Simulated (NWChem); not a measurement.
## Basis-set convergence for iodine monochloride (ClI)

SMILES: ClI
```xyz
2

Cl     0.0000     0.0000     1.7843
I      0.0000     0.0000    -0.5723
```
Charge 0, spin multiplicity 1.

Everything below was run with NWChem. All single points use one geometry, from PBE0/def2-SVP with def2 effective core potentials on I, a minimum by its harmonic frequencies.

Quantity: dipole moment at the level PBE.

Effective core potentials replace the inner electrons of I; spin-orbit coupling is left out.

```json
[
 {"basis": "def2-SVP", "functions": "44", "dipole moment (D)": "[?]"},
 {"basis": "def2-SVPD", "functions": "62", "dipole moment (D)": "[?]"},
 {"basis": "def2-TZVP", "functions": "87", "dipole moment (D)": "1.15"},
 {"basis": "def2-TZVPP", "functions": "92", "dipole moment (D)": "1.15"},
 {"basis": "def2-TZVPD", "functions": "105", "dipole moment (D)": "1.14"},
 {"basis": "def2-QZVP", "functions": "152", "dipole moment (D)": "1.13"}
]
```

**Question.** Complete the blanks.

**Answer.** 
- def2-SVP, dipole moment (D): 1.27
- def2-SVPD, dipole moment (D): 1.20
